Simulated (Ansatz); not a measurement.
Cost and result for the atomization energy of `C=C(F)O[SiH3]` (10 atoms, 9 bonds).

Z-matrix (Å, degrees):
```
Si
O 1 1.672
H 1 1.478 2 103.5
H 1 1.482 2 110.5 3 -118.8
H 1 1.482 2 110.6 3 118.8
C 2 1.324 1 126.6 3 180.0
F 6 1.343 2 112.0 1 0.1
C 6 1.321 2 126.7 1 -179.9
H 8 1.079 6 119.9 2 -180.0
H 8 1.079 6 119.6 2 0.0
```

The species carries charge 0 and has multiplicity 1. Geometry: relaxed with PBE0-D4/def2-TZVP. It is one conformer, not always the lowest. Program: Ansatz. All runs use 4 threads of an Arm Neoverse V2 on a shared host. Times are those of one run each, without the atoms' runs, and a repeat can differ threefold. Electronic energies, without spin–orbit coupling; frozen cores. CCSD(T)/CBS adds CCSD(T) − MP2 in def2-TZVPP to the MP2 limit, and its time is that of the two runs behind it. T1 = 0.012. B3LYP takes the VWN-RPA correlation (the form of Gaussian; ORCA's B3LYP/G).

CCSD(T)/CBS is a level of theory with its own doubt, some kJ/mol a heavy atom from the limit and from the frozen cores, so smaller differences don't rank the functionals.

```csv
level,functions,wall time,atomization (kcal/mol),difference from CCSD(T)/CBS,per bond
PBE-D4/def2-TZVPP (with forces),236,1.8 s,931.1,19.8,2.2
PBE0-D4/def2-TZVPP,236,2.1 s,910.3,-1.0,-0.1
B3LYP-D4/def2-TZVPP (with forces),236,3.2 s,911.0,-0.3,0.0
r2SCAN-D4/def2-TZVPP (with forces),236,3.7 s,915.2,3.9,0.4
B2PLYP/def2-TZVPP,236,3.8 s,902.5,-8.8,-1.0
ωB97X-V/def2-TZVPP,236,5.5 s,914.7,3.4,0.4
ωB97M-V/def2-TZVPP (with forces),236,8 s,914.6,3.3,0.4
MP2/def2-QZVPP,448,15 s,920.8,9.5,1.0
CCSD(T)/def2-TZVPP,236,100 s,887.1,-24.2,-2.7
CCSD(T)/CBS(def2),–,120 s,911.3,0.0,0.0
```

The D4 term adds +6.8 kcal/mol with B3LYP and +3.6 kcal/mol with PBE0; it sums over pairs of atoms, weighted by their polarisabilities, and B3LYP, whose exchange is more repulsive, gets the larger term. In def2-TZVPP, CCSD(T) changes the Hartree–Fock value by +228.3 kcal/mol (the triples alone add +14.5 kcal/mol) and MP2 by +247.5 kcal/mol; breaking electron pairs costs correlation energy, which Hartree–Fock lacks. From PBE to PBE0 (25 % exact exchange), in def2-TZVPP and without D4, the atomization energy moves by −20.2 kcal/mol: exact exchange takes away binding that semilocal exchange gives to molecules.
